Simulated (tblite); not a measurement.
C4H16NPSi2.
Cartesian coordinates in Å at the GFN2-xTB level; atoms count from 1:
```
atom  x, y, z in Å
C1    -2.692    1.455   -0.086
C2    -2.310    0.135    0.569
Si3   -0.734   -0.646   -0.196
N4    -0.882   -1.113   -1.862
P5    -0.187   -2.460    1.035
C6     0.741    0.564   -0.114
C7     2.079   -0.165   -0.209
Si8    3.568    1.003   -0.056
H9    -3.587    1.873    0.372
H10   -2.888    1.314   -1.146
H11   -1.887    2.179    0.016
H12   -2.158    0.295    1.637
H13   -3.145   -0.562    0.479
H14   -1.035   -0.403   -2.561
H15   -1.391   -1.949   -2.101
H16    0.428   -3.112   -0.014
H17   -1.384   -3.113    0.810
H18    0.703    1.124    0.822
H19    0.667    1.296   -0.919
H20    2.120   -0.923    0.579
H21    2.118   -0.709   -1.155
H22    3.513    1.701    1.231
H23    3.516    1.997   -1.134
H24    4.813    0.239   -0.155
```

Calculated harmonic vibrations of the isolated species, GFN2-xTB (tblite), most abundant isotopes, no scaling. The method is semi-empirical: single wavenumbers can be off by several per cent or more. Modes of hydrogen on phosphorus and silicon can be 10 to 20 % off. One conformer, not necessarily the lowest.

Harmonic wavenumbers (cm⁻¹): 39.1, 42.0, 58.2, 71.5, 95.2, 122.3, 133.2, 146.8, 159.5, 162.6, 195.2, 203.6, 238.9, 269.0, 311.5, 458.9, 473.9, 510.8, 536.3, 645.1, 673.4, 690.9, 693.6, 712.3, 752.3, 762.3, 778.2, 793.8, 796.5, 803.0, 829.8, 879.3, 975.0, 1016.9, 1066.0, 1070.5, 1078.8, 1153.3, 1194.3, 1239.6, 1267.0, 1285.3, 1311.4, 1417.4, 1477.9, 1479.3, 1483.8, 1502.2, 1512.5, 1513.5, 2238.9, 2251.1, 2261.8, 2306.1, 2395.6, 2934.9, 2968.5, 2970.3, 2976.6, 2985.7, 2987.1, 3013.6, 3028.1, 3039.4, 3452.5, 3490.5.

A = 1326, B = 620.6, C = 505.2 MHz; mass 165.056 u (most abundant isotopes); point group C1, symmetry number 1.

**Question.** Zero-point energy?

**Answer.** Half the sum of the wavenumbers: 41192 cm⁻¹ = 492.77 kJ/mol.

**Question.** Give the ideal-gas entropy at 400 K and 1 bar in the rigid-rotor, harmonic-oscillator model (classical rotation).

**Answer.** Translation 178.65, rotation 133.48, vibration 282.13: S = 594.3 J/(mol K).

**Question.** And Cp and H(400 K) − H(0)?

**Answer.** Cp = 275.75 J/(mol K), of which vibrations give 242.49 (their classical limit is 66 R = 548.8); H(400 K) − H(0) = 67.72 kJ/mol without the zero-point energy, 54.42 from vibrations.

**Question.** How do the functions run with temperature in this model?

**Answer.** 
```json
{"T (K)": "50", "S (J/(mol K))": "272.7", "Cp (J/(mol K))": "79.5", "H − H(0) (kJ/mol)": "2.63", "G − H(0) (kJ/mol)": "-11.01", "ln q(vib)": "1.25"}
{"T (K)": "100", "S (J/(mol K))": "341.5", "Cp (J/(mol K))": "119.8", "H − H(0) (kJ/mol)": "7.70", "G − H(0) (kJ/mol)": "-26.44", "ln q(vib)": "3.81"}
{"T (K)": "298.15", "S (J/(mol K))": "520.6", "Cp (J/(mol K))": "226.5", "H − H(0) (kJ/mol)": "42.08", "G − H(0) (kJ/mol)": "-113.15", "ln q(vib)": "13.28"}
{"T (K)": "373.15", "S (J/(mol K))": "575.5", "Cp (J/(mol K))": "263.5", "H − H(0) (kJ/mol)": "60.48", "G − H(0) (kJ/mol)": "-154.28", "ln q(vib)": "16.46"}
{"T (K)": "500", "S (J/(mol K))": "660.3", "Cp (J/(mol K))": "316.2", "H − H(0) (kJ/mol)": "97.38", "G − H(0) (kJ/mol)": "-232.76", "ln q(vib)": "21.56"}
{"T (K)": "750", "S (J/(mol K))": "803.6", "Cp (J/(mol K))": "390.5", "H − H(0) (kJ/mol)": "186.38", "G − H(0) (kJ/mol)": "-416.32", "ln q(vib)": "30.71"}
{"T (K)": "1000", "S (J/(mol K))": "923.3", "Cp (J/(mol K))": "440.9", "H − H(0) (kJ/mol)": "290.69", "G − H(0) (kJ/mol)": "-632.59", "ln q(vib)": "38.88"}
```

q(vib) and H(0) count from the zero-point level.

**Question.** What must be added to the electronic energy to get the Gibbs energy at 400 K and 1 bar?

**Answer.** ZPE + [H(400 K) − H(0)] − T·S = 492.77 + 67.72 − 237.70 = 322.79 kJ/mol.

**Question.** Blend soft modes into free rotors: weight 1/[1 + (100 cm⁻¹/ν̃)⁴] for the oscillator and the rest for a rotor with moment μB/(μ + B), μ = h/(8π²ν), B = 10⁻⁴⁴ kg m². What vibrational entropy results?

**Answer.** 253.80 J/(mol K) in place of 282.13, which changes −T·S at 400 K by +11.33 kJ/mol.

**Question.** Which modes carry the vibrational entropy at 400 K?

**Answer.** 39.1 cm⁻¹: 24.63; 42.0 cm⁻¹: 24.04; 58.2 cm⁻¹: 21.33; 71.5 cm⁻¹: 19.63; 95.2 cm⁻¹: 17.27; 122.3 cm⁻¹: 15.21 J/(mol K); the other 60 give 160.03 together.

Hindered rotation and anharmonicity are outside this model. Other conformers, if any are populated, would add a mixing term that is left out. The structure is chiral; the term R ln 2 for an equal mix with its mirror image is left out.
